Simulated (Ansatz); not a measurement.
`[Br][SnH]([Br])[Br]` + `[Br][Zn][Br]` → `[Br][Sn]([Br])([Br])[Br]` + `[ZnH][Br]`  (redistribution)

Program: Ansatz. Geometries: PBE0-D4/def2-TZVP. ΔE: electronic, gas phase. CCSD(T)/CBS adds triple-zeta CCSD(T) − MP2 to the extrapolated MP2 energy (def2 sets, frozen cores). Functionals use def2-TZVPP. def2 core potentials past Kr. For Br, Sn, Zn outer-core shells are correlated without core-valence functions, which leaves a few kJ/mol of doubt a bond. Scalar relativity is left out up to krypton.

`[Br][SnH]([Br])[Br]`:

Cartesian coordinates in Å:
```
Br 1.436 1.685 0.913
Sn -0.171 0.041 0.054
Br -0.008 0.024 -2.395
Br 0.490 -2.174 0.878
H -1.747 0.423 0.550
```

`[Br][Zn][Br]`:

```xyz
3

Br    0.410    2.042   -0.782
Zn   -0.001    0.000   -0.001
Br   -0.409   -2.042    0.783
```

`[Br][Sn]([Br])([Br])[Br]`:

Z-matrix (Å, degrees):
```
Sn
Br 1 2.446
Br 1 2.445 2 109.5
Br 1 2.446 2 109.5 3 120.0
Br 1 2.445 2 109.5 3 -120.0
```

`[ZnH][Br]`:

```xyz
3

Zn    0.115    0.188   -0.093
Br   -0.962   -1.574    0.780
H     0.847    1.386   -0.687
```

```tsv
level	ΔE (eV)
LDA (SPW92)	0.36
B97M-V	0.36
PBE0-D4	0.41
PBE	0.37
```

(1) What does CCSD(T)/CBS give? (Best estimate.)

Largest T1 diagnostic among the species: 0.012.

Results:

(1) Ansatz gave: +0.49 eV. The listed levels differ from it by -0.13, -0.13, -0.08, -0.12 eV.

Leaving LDA and LC-ωPBE aside and taking each functional with its dispersion term where it has one, the values, not all of them listed here, spread over 0.23 eV, from BLYP-D4 to PBE-QIDH. In def2-TZVPP, CCSD(T) changes the Hartree–Fock value by −0.26 eV (the triples alone add −0.05 eV) and MP2 by −0.32 eV.
